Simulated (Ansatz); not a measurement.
Several settings on one geometry of VSF₃ (that of the charge 0 singlet, r2SCAN-D4/def2-SVP). Ansatz on 4 threads of Arm Neoverse V1 on a shared host; times are rough.

```xyz
5

V     0.000    0.001   -0.067
S     0.010   -0.017    1.937
F     1.607    0.009   -0.631
F    -0.812    1.398   -0.608
F    -0.805   -1.391   -0.631
```

Totals from different functionals, basis sets or treatments of relativity can't be compared as stabilities.

Correlated methods freeze 13 core orbitals; core or outer-core shells of V are correlated, in sets that lack core-valence functions.

The spins typed aren't always the lowest for that charge.

Question: Give the basis size and estimate the energy, ⟨S²⟩, dipole and time of these runs.

| run | method | charge | state | further keys |
| --- | --- | --- | --- | --- |
| 1 | RKS B2PLYP/def2-mTZVPP | 0 | singlet | nuclear_model: gaussian |
| 2 | UKS PBE0/cc-pVTZ | 0 | triplet | scf: {omitted_lower_state_checks: [starts]}; forces asked |
| 3 | RHF/cc-pVTZ | 0 | singlet | scf: {omitted_lower_state_checks: [starts]} |
| 4 | RKS revPBE0-D4/def2-mTZVP | 0 | singlet | accuracy: high; forces asked |

Answer: 
```tsv
run	functions	energy (Eh)	⟨S²⟩	dipole (D)	wall time
1	132	-1641.5580	–	–	5.5 s
2	192	-1641.3698	2.01	1.59	25 s
3	192	-1638.9219	–	–	5.5 s
4	112	-1641.7045	–	0.46	6 s
```

At RKS B2PLYP/def2-mTZVPP the restricted singlet is unstable: a solution with broken spin symmetry lies lower. The restricted singlet is unstable towards broken spin symmetry at other levels; at RHF/cc-pVTZ, RKS revPBE0-D4/def2-mTZVP this wasn't settled.
